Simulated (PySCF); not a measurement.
magnesium atom (Mg), singlet. Base run: PySCF with PBE/6-31G.

Geometry (Å):
```xyz
1

Mg     0.0000     0.0000     0.0000
```
Charge 0, spin multiplicity 1.
All else is at PySCF's defaults.
Base energy -199.92900 Eh.

Each row names what was changed in the base input (with any setting that the change needs).

```json
[
 {"change": "base", "ΔE vs base (mEh)": "0.000", "grid points": "18584", "electrons on the grid": "12.00000"},
 {"change": "grids.level = 7", "ΔE vs base (mEh)": "0.000", "grid points": "82840", "electrons on the grid": "12.00000"},
 {"change": "grids.prune = dft.gen_grid.treutler_prune", "ΔE vs base (mEh)": "0.000", "grid points": "18424", "electrons on the grid": "12.00000"},
 {"change": "grids.atom_grid = (30, 110)", "ΔE vs base (mEh)": "-0.398", "grid points": "2424", "electrons on the grid": "12.00002"},
 {"change": "grids.level = 0", "ΔE vs base (mEh)": "-21.377", "grid points": "1624", "electrons on the grid": "12.00441"},
 {"change": "small_rho_cutoff = 0", "ΔE vs base (mEh)": "0.000", "grid points": "18584", "electrons on the grid": "12.00000"},
 {"change": "grids.atom_grid = (75, 302)", "ΔE vs base (mEh)": "0.000", "grid points": "13256", "electrons on the grid": "12.00000"},
 {"change": "grids.level = 2", "ΔE vs base (mEh)": "0.001", "grid points": "11536", "electrons on the grid": "12.00000"},
 {"change": "grids.radi_method = mura_knowles", "ΔE vs base (mEh)": "0.000", "grid points": "17368", "electrons on the grid": "12.00000"},
 {"change": "grids.prune = dft.gen_grid.sg1_prune", "ΔE vs base (mEh)": "0.000", "grid points": "6184", "electrons on the grid": "12.00000"},
 {"change": "grids.radi_method = gauss_chebyshev", "ΔE vs base (mEh)": "0.000", "grid points": "17480", "electrons on the grid": "12.00000"}
]
```
